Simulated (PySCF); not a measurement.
ClH6NSi2. Atoms are numbered in the order given.

```xyz
10

Si     0.8467     0.3875    -0.8079
Cl     1.5602     0.1077     1.1553
Si    -1.3142    -0.5483    -0.7178
N     -2.1515     0.0207     0.6979
H      0.8368     1.8574    -1.0677
H      1.8199    -0.2469    -1.7440
H     -2.1220    -0.1722    -1.9144
H     -1.1532    -2.0309    -0.6635
H     -2.6402     0.9097     0.6362
H     -1.6593    -0.0413     1.5866
```
Charge 0, spin multiplicity 1.

Geometry: B3LYP-D3(BJ)/def2-SVP. The structure was generated by enumeration, and PubChem lists no compound with its InChIKey, so it may never have been made. The values are those of a single conformer.

All values below come from KT2/pcSseg-1 (PySCF).

GIAO shieldings, no solvent; atoms listed in one row are averaged. δ = σ(ref) − σ: ²⁹Si against TMS (σ = 361.9 ppm); ³⁵Cl against HCl (σ = 945.4 ppm); ¹⁵N against NH3 (σ = 266.2 ppm); ¹H against TMS (σ = 31.47 ppm), references at their B3LYP-D3(BJ)/def2-TZVP geometries, non-relativistic (without spin–orbit terms, shifts of atoms bonded to Cl or Br come out too high).

Task: Estimate the chemical shifts. (Estimate from the structure and the level; the computed values follow.)

Result: 
```csv
nucleus,atoms,count,δ (ppm)
²⁹Si,Si1,1,-20.3
²⁹Si,Si3,1,-48.3
³⁵Cl,Cl2,1,-106.4
¹⁵N,N4,1,-5.3
¹H,H6,1,5.51
¹H,H5,1,5.38
¹H,"H7, H8",2,5.30
¹H,H10,1,0.46
¹H,H9,1,-0.24
```
